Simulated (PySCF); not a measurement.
Species: C₆H₁₃OP.
SMILES with atom numbers: `[CH3:1][C@@H:2]1[CH2:3][CH2:4][CH2:5][CH2:6][P@H:7]1=[O:8]` (hydrogens: H9, H10, H11 on C1; H12 on C2; H13, H14 on C3; H15, H16 on C4; H17, H18 on C5; H19, H20 on C6; H21 on P7)

The same species was optimised twice, with GFN2-xTB and with PBE0-D3(BJ)/def2-SVP (PySCF), and the same property calculations (PySCF, gas phase) were run on both structures.

| coordinate | GFN2-xTB | PBE0-D3(BJ)/def2-SVP | change |
| --- | --- | --- | --- |
| P7=O8 (Å) | 1.464 | 1.496 | +0.032 |
| C2–C3 (Å) | 1.524 | 1.531 | +0.007 |
| C5–C6 (Å) | 1.522 | 1.528 | +0.006 |
| C6–P7 (Å) | 1.826 | 1.821 | -0.005 |
| C2–P7 (Å) | 1.834 | 1.830 | -0.004 |
| C3–C4 (Å) | 1.527 | 1.527 | 0.000 |
| C1–C2 (Å) | 1.523 | 1.522 | -0.001 |
| C4–C5 (Å) | 1.527 | 1.527 | 0.000 |
| C1–C2–P7 (°) | 108.4 | 110.4 | +2.0 |
| C2–C3–C4 (°) | 112.4 | 114.1 | +1.7 |
| C6–P7–O8 (°) | 115.2 | 116.7 | +1.5 |
| C4–C5–C6 (°) | 111.9 | 113.1 | +1.2 |
| C2–P7–C6 (°) | 103.7 | 102.7 | -1.0 |
| C3–C4–C5 (°) | 112.7 | 113.6 | +0.9 |
| C3–C2–P7 (°) | 110.1 | 110.9 | +0.8 |
| C1–C2–C3 (°) | 113.2 | 113.9 | +0.7 |

Rotational constants: A = 2237, B = 1726, C = 1060 MHz (GFN2-xTB) against A = 2227, B = 1692, C = 1041 MHz (PBE0-D3(BJ)/def2-SVP). Point groups within 0.08 Å: C1 and C1.

On the GFN2-xTB structure: HOMO (eV) -7.33 [PBE0/pcSseg-1]; LUMO (eV) 1.01 [PBE0/pcSseg-1]; dipole (D) 4.36 [PBE0/pcSseg-1]; GIAO shielding of C1 (ppm) 169.7 [PBE0/pcSseg-1]; GIAO shielding of C2 (ppm) 146.6 [PBE0/pcSseg-1]; GIAO shielding of C3 (ppm) 152.2 [PBE0/pcSseg-1]; GIAO shielding of C4 (ppm) 155.9 [PBE0/pcSseg-1]; GIAO shielding of C5 (ppm) 160.2 [PBE0/pcSseg-1]; GIAO shielding of C6 (ppm) 153.2 [PBE0/pcSseg-1]; GIAO shielding of P7 (ppm) 310.1 [PBE0/pcSseg-1]; GIAO shielding of O8 (ppm) 247.0 [PBE0/pcSseg-1].

Problem. What do these properties become on the PBE0-D3(BJ)/def2-SVP structure?

Solution. 
```
                                    property          level  on GFN2-xTB  on PBE0-D3(BJ)/def2-SVP  change
                                   HOMO (eV)  PBE0/pcSseg-1        -7.33                    -7.34   -0.01
                                   LUMO (eV)  PBE0/pcSseg-1         1.01                     0.93   -0.08
                                  dipole (D)  PBE0/pcSseg-1         4.36                     4.50   +0.14
energy, GFN2-xTB geometry as zero (kcal/mol)  PBE0/pcSseg-1          0.0                     -2.0    -2.0
                  GIAO shielding of C1 (ppm)  PBE0/pcSseg-1        169.7                    168.3    -1.4
                  GIAO shielding of C2 (ppm)  PBE0/pcSseg-1        146.6                    146.3    -0.3
                  GIAO shielding of C3 (ppm)  PBE0/pcSseg-1        152.2                    150.9    -1.3
                  GIAO shielding of C4 (ppm)  PBE0/pcSseg-1        155.9                    155.5    -0.4
                  GIAO shielding of C5 (ppm)  PBE0/pcSseg-1        160.2                    159.2    -1.0
                  GIAO shielding of C6 (ppm)  PBE0/pcSseg-1        153.2                    153.3    +0.1
                  GIAO shielding of P7 (ppm)  PBE0/pcSseg-1        310.1                    303.2    -6.9
                  GIAO shielding of O8 (ppm)  PBE0/pcSseg-1        247.0                    237.8    -9.2
```

The heavy atoms differ by 0.043 Å rms after alignment. Among bonds between heavy atoms P7=O8 changes most (+0.032 Å). Changes are differences of the printed values. Neither structure is proved a minimum here.
